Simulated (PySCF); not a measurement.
PySCF input:

```python
from pyscf import gto, scf, dft

mol = gto.M(
    atom='''
    B     0.16714416    0.06889867   -0.01311335
    F     0.25080666    1.35329880    0.13398153
    O    -1.22482078   -0.42755937    0.10559976
    O     1.02088828   -0.89752116   -0.24216516
    H    -1.44122987   -1.37464062    0.01711498
    H     1.96465536   -0.70749179   -0.34067312
    H    -1.98494627    0.15859412    0.27581433
    ''',
    basis='def2-tzvpd',
    charge=1,
    spin=0,
    verbose=4,
)

mf = dft.RKS(mol, xc='m062x').density_fit(auxbasis='def2-universal-jkfit')
mf.grids.level = 4
mf.conv_tol = 1e-9
mf.max_cycle = 100
mf.max_memory = 1500
mf.kernel()
if not mf.converged:
    mf = mf.newton()
    mf.kernel(mf.make_rdm1())
mf.analyze()
```

Which total energy does the run end on?

-276.82627 Eh (M06-2X/def2-TZVPD).

It need not be the lowest isomer of its formula.
